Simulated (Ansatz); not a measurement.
Isomers of Te₂Pb₃⁺ (doublet), relaxed with PBE0-D4/def2-SVP; total energies from Ansatz at PBE0-D4/def2-TZVP.

```tsv
isomer	description	energy (Eh)
A	point group C2v; 6 × Pb–Te 2.96 to 3.05 Å	-1114.73699
B	point group not assigned; 6 × Pb–Te 2.92 to 3.04 Å	-1114.73673
C	point group Cs; 5 × Pb–Te 2.84 to 3.13 Å	-1114.69978
D	point group Cs; 5 × Pb–Te 2.85 to 3.00 Å	-1114.69136
```

In the def2 sets Pb, Te take a core potential; there is no spin–orbit coupling.

The isomers come from a short search, and lower ones may exist.

Question: Work out the relative energies (1 Eh = 2625.5 kJ/mol) and the Boltzmann populations at 500 K from electronic energies alone (R = 8.314 J/mol/K).

Answer: ΔE: A 0.0, B 0.7, C 97.7, D 119.8 kJ/mol. RT = 4.16 kJ/mol. Factors exp(−ΔE/RT): A 1, B 0.845, C 6.31e-11, D 3.11e-13; sum 1.845. Populations: A 54.2 %, B 45.8 %, C 0.0 %, D 0.0 %. Zero-point energy, vibrational entropy and symmetry numbers are left out and can shift these; an error of 4 kJ/mol changes a ratio by a factor of 2.6. Over the other density-functional and correlated levels in def2 sets, the gap between A and B ranges from 0 to 6 kJ/mol.
